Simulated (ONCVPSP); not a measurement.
# Pseudopotential generation for As: ONCV, PBEsol, scalar-relativistic.

Input for ONCVPSP 4.0.1:

```
# ATOM AND REFERENCE CONFIGURATION
# atsym  z   nc   nv     iexc    psfile
  As 33.00    3    4  -116133      upf
#
#   n    l    f
    1    0    2.00
    2    0    2.00
    2    1    6.00
    3    0    2.00
    3    1    6.00
    3    2   10.00
    4    0    2.00
#
# PSEUDOPOTENTIAL AND OPTIMIZATION
# lmax
    2
#
#   l,   rc,      ep,       ncon, nbas, qcut
    0    0.80    0.00    3    8   18.70
    1    0.55    0.00    4    8   15.20
    2    1.20    0.00    5    9   12.60
#
# LOCAL POTENTIAL
# lloc, lpopt,  rc(5),   dvloc0
    4    5    0.45    6.00
#
# VANDERBILT-KLEINMAN-BYLANDER PROJECTORs
# l, nproj, debl
    0    2    1.60
    1    2    1.60
    2    1    1.00
#
# MODEL CORE CHARGE
# icmod, fcfact, rcfact
    0    0.00    0.00
#
# LOG DERIVATIVE ANALYSIS
# epsh1, epsh2, depsh
  -10.00    5.00    0.04
#
# OUTPUT GRID
# rlmax, drl
    6.00    0.01
#
# TEST CONFIGURATIONS
# ncnf
    4
# nvcnf
#   n    l    f
    5
    3    0    2.00
    3    1    6.00
    3    2   10.00
    4    0    2.00
    4    1    3.00
#
    5
    3    0    2.00
    3    1    6.00
    3    2   10.00
    4    0    2.00
    4    1    2.00
#
    5
    3    0    2.00
    3    1    6.00
    3    2   10.00
    4    0    2.00
    4    1    1.00
#
    5
    3    0    2.00
    3    1    6.00
    3    2    9.00
    4    0    2.00
    4    1    3.00
#
```

Command:

```bash
oncvpsp.x < As.dat > As.out
```

Output (shortened: citation, most of the input echo, consistency checks and plot data are left out):

```
ONCVPSP  (Optimized Norm-Conservinng Vanderbilt PSeudopotential)
scalar-relativistic version 4.0.1

#   n    l    f        energy (Ha)
    1    0    2.00    -4.3162956E+02
    2    0    2.00    -5.5867146E+01
    2    1    6.00    -4.9160407E+01
    3    0    2.00    -8.2449691E+00
    3    1    6.00    -6.1703940E+00
    3    2   10.00    -2.7541462E+00
    4    0    2.00    -1.6339592E+00

Reference configufation results
  iterations    23
  all-electron total energy (Ha)   -2.25719190D+03

Begin loop to  construct optimized pseudo wave functions
and semi-local pseudopoentials for all angular momenta

Calculating optimized projector #   1

 for l=   0

    Fraction of norm inside rc  0.830347
    Optimizing pswf for qcut=  18.72 a_B^-1,  ecut= 175.28 Ha
    Residual kinetic energy error=  5.31D-08 Ha

    Energy error per electron        Cutoff
         Ha          eV             Ha
         0.01000     0.27211       89.72
         0.00100     0.02721      112.15
         0.00010     0.00272      130.46
         0.00001     0.00027      146.49

Calculating optimized projector #   2

 for l=   0

    Fraction of norm inside rc  0.052186
    Optimizing pswf for qcut=  18.72 a_B^-1,  ecut= 175.28 Ha
    Residual kinetic energy error=  1.16D-08 Ha

    Energy error per electron        Cutoff
         Ha          eV             Ha
         0.01000     0.27211       73.22
         0.00100     0.02721       98.74
         0.00010     0.00272      121.12
         0.00001     0.00027      138.96

WARNING wellstate: negative energy specified for n= 4 l=  1
WARNING scattering state with energy  0.25000000
WARNING will be used for the first projector

   Wellstate for l =  1  n =  6
     eigenvalue =   0.2500
     asymptotic potential =   0.7500
     half-point radius =  4.6419

Calculating optimized projector #   1

 for l=   1

    Fraction of norm inside rc  0.433709
    Optimizing pswf for qcut=  15.23 a_B^-1,  ecut= 116.02 Ha
    Residual kinetic energy error=  1.77D-03 Ha

    Energy error per electron        Cutoff
         Ha          eV             Ha
         0.01000     0.27211       80.13
         0.00100     0.02721      132.52
         0.00010     0.00272      560.12
         0.00001     0.00027      674.21

Calculating optimized projector #   2

 for l=   1

    Fraction of norm inside rc  0.008122
    Optimizing pswf for qcut=  15.23 a_B^-1,  ecut= 116.02 Ha
    Residual kinetic energy error=  9.93D-05 Ha

    Energy error per electron        Cutoff
         Ha          eV             Ha
         0.01000     0.27211       31.50
         0.00100     0.02721       46.29
         0.00010     0.00272      116.45
         0.00001     0.00027      796.44

Calculating optimized projector #   1

 for l=   2

    Fraction of norm inside rc  0.923613
    Optimizing pswf for qcut=  12.61 a_B^-1,  ecut=  79.45 Ha
    Residual kinetic energy error=  2.89D-04 Ha

    Energy error per electron        Cutoff
         Ha          eV             Ha
         0.01000     0.27211       64.88
         0.00100     0.02721       74.07
         0.00010     0.00272      133.88
         0.00001     0.00027      210.08

Construct Vanderbilt / Kleinmman-Bylander projectors

B matrix Hermiticity error, ll=   0
   1   2    1.6367E-03

  Orthonormal projector coefficients  5.2768E+01  4.9438E+00

B matrix Hermiticity error, ll=   1
   1   2    6.6595E-04

  Orthonormal projector coefficients  3.3698E+01  1.0887E+01

Pseudoatom total energy -319.103778

Diagnostic tests using Vanderbilt-Kleinman-Bylander pseudopotentials
  1 or more projectors used as specified by nproj input data

   l    rcore       rmatch      e in        delta e   norm test  slope test

   0   0.8009124   0.8252298  -8.2449691  -0.0000441   1.0003239   1.0003543
   0   0.8009124   0.8252298  -1.6339592   0.0000595   1.0001790   1.0001525

   1   0.5527264   0.5695084  -6.1703940  -0.0001439   1.0003389   1.0006559
   1   0.5527264   0.5695084   0.2500000   0.0003553   1.0009628   1.0009628

   2   1.2029503   1.2394745  -2.7541462  -0.0000078   0.9999878   1.0000132

 Testing for bound ghosts
   n   l    E NL Schr. Eq   E Basis Diag.   E Cutoff

   1   0       -8.245013       -8.244926    409.92
   2   0       -1.633900       -1.198164    409.92

   2   1       -6.170538       -6.138318    986.18

   3   2       -2.754154       -2.754071    238.88

 Testing for highly-localized positive-energy ghosts
       l    <radius>/rc     E Basis Diag.   E Cutoff

       0        0.807564       27.168002    409.92  WARNING - GHOST(+)

Test configuration 0

   n   l     f        eae           eps        diff
   1   0  2.0000 -431.62955638
   2   0  2.0000  -55.86714637
   2   1  6.0000  -49.16040720
   3   0  2.0000   -8.24496908   -8.24501319   -4.41D-05
   3   1  6.0000   -6.17039399   -6.17053789   -1.44D-04
   3   2 10.0000   -2.75414620   -2.75415397   -7.78D-06
   4   0  2.0000   -1.63395919   -1.63389969    5.95D-05

    Total energies and differences
      AE_ref= -2.25719190D+03  AE_tst= -2.25719190D+03  dif=  0.00D+00
      PS_ref= -3.19103778D+02  PS_tst= -3.19103778D+02  dif= -1.14D-13
      PSP excitation error=  1.14D-13

Test configuration 1

   n   l     f        eae           eps        diff
   1   0  2.0000 -430.33645609
   2   0  2.0000  -54.59333899
   2   1  6.0000  -47.88418540
   3   0  2.0000   -6.97891045   -6.97724751    1.66D-03
   3   1  6.0000   -4.90480894   -4.90344570    1.36D-03
   3   2 10.0000   -1.49359592   -1.49275724    8.39D-04
   4   0  2.0000   -0.53298506   -0.53293849    4.66D-05
   4   1  3.0000   -0.19096982   -0.19095105    1.88D-05

    Total energies and differences
      AE_ref= -2.25719190D+03  AE_tst= -2.25920662D+03  dif= -2.01D+00
      PS_ref= -3.19103778D+02  PS_tst= -3.21118653D+02  dif= -2.01D+00
      PSP excitation error=  1.51D-04

Test configuration 2

   n   l     f        eae           eps        diff
   1   0  2.0000 -430.70007122
   2   0  2.0000  -54.95402540
   2   1  6.0000  -48.24525576
   3   0  2.0000   -7.33851464   -7.33707886    1.44D-03
   3   1  6.0000   -5.26437289   -5.26320492    1.17D-03
   3   2 10.0000   -1.85242548   -1.85168761    7.38D-04
   4   0  2.0000   -0.85928805   -0.85921834    6.97D-05
   4   1  2.0000   -0.49084431   -0.49080043    4.39D-05

    Total energies and differences
      AE_ref= -2.25719190D+03  AE_tst= -2.25887006D+03  dif= -1.68D+00
      PS_ref= -3.19103778D+02  PS_tst= -3.20782076D+02  dif= -1.68D+00
      PSP excitation error=  1.34D-04

Test configuration 3

   n   l     f        eae           eps        diff
   1   0  2.0000 -431.13499770
   2   0  2.0000  -55.38271398
   2   1  6.0000  -48.67472718
   3   0  2.0000   -7.76472608   -7.76383170    8.94D-04
   3   1  6.0000   -5.69044012   -5.68974860    6.92D-04
   3   2 10.0000   -2.27687320   -2.27639842    4.75D-04
   4   0  2.0000   -1.23077025   -1.23068969    8.06D-05
   4   1  1.0000   -0.83408751   -0.83402689    6.06D-05

    Total energies and differences
      AE_ref= -2.25719190D+03  AE_tst= -2.25821072D+03  dif= -1.02D+00
      PS_ref= -3.19103778D+02  PS_tst= -3.20122690D+02  dif= -1.02D+00
      PSP excitation error=  9.17D-05

Test configuration 4

   n   l     f        eae           eps        diff
   1   0  2.0000 -431.19370759
   2   0  2.0000  -55.49777672
   2   1  6.0000  -48.78487093
   3   0  2.0000   -7.77720423   -7.77475688    2.45D-03
   3   1  6.0000   -5.69427569   -5.69222732    2.05D-03
   3   2  9.0000   -2.26521063   -2.24769970    1.75D-02
   4   0  2.0000   -0.96176301   -0.96215688   -3.94D-04
   4   1  3.0000   -0.55962241   -0.55966907   -4.67D-05

    Total energies and differences
      AE_ref= -2.25719190D+03  AE_tst= -2.25733868D+03  dif= -1.47D-01
      PS_ref= -3.19103778D+02  PS_tst= -3.19258527D+02  dif= -1.55D-01
      PSP excitation error=  7.97D-03
```

The run took about 4 s on one core of a shared server CPU.
